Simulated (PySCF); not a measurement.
H₄W, neutral, multiplicity 3. Atoms are numbered in the order given.

```xyz
5

W      0.0000     0.0000     0.0000
H      0.9842     0.9842     0.9842
H     -0.9842     0.9842    -0.9842
H     -0.9842    -0.9842     0.9842
H      0.9842    -0.9842    -0.9842
```
Charge 0, spin multiplicity 3.

Coordinates come from a PBE0-D3(BJ)/def2-TZVPD optimisation. The multiplicity is an assumed one; other spin states were not compared. The def2 effective core potentials stand for the cores of W; spin–orbit coupling is left out.

Level of theory: r2SCAN/def2-TZVPD run with PySCF.

Mulliken values depend strongly on the basis, most of all with diffuse functions as here. ESP charges are fitted to the potential on shells at 1.4 to 2.0 van der Waals radii. Atomic charges (e):

```csv
atom,ESP fit,Mulliken,Mulliken spin
W1,[?],0.64,2.37
H2,[?],-0.16,-0.09
H3,[?],-0.16,-0.09
H4,[?],-0.16,-0.09
H5,[?],-0.16,-0.09
```

Task: What belongs in the gaps? (The exact figures need the calculation; the answer reports its results.)

Result: 
- W1, ESP fit: 0.74
- H2, ESP fit: -0.18
- H3, ESP fit: -0.18
- H4, ESP fit: -0.18
- H5, ESP fit: -0.18
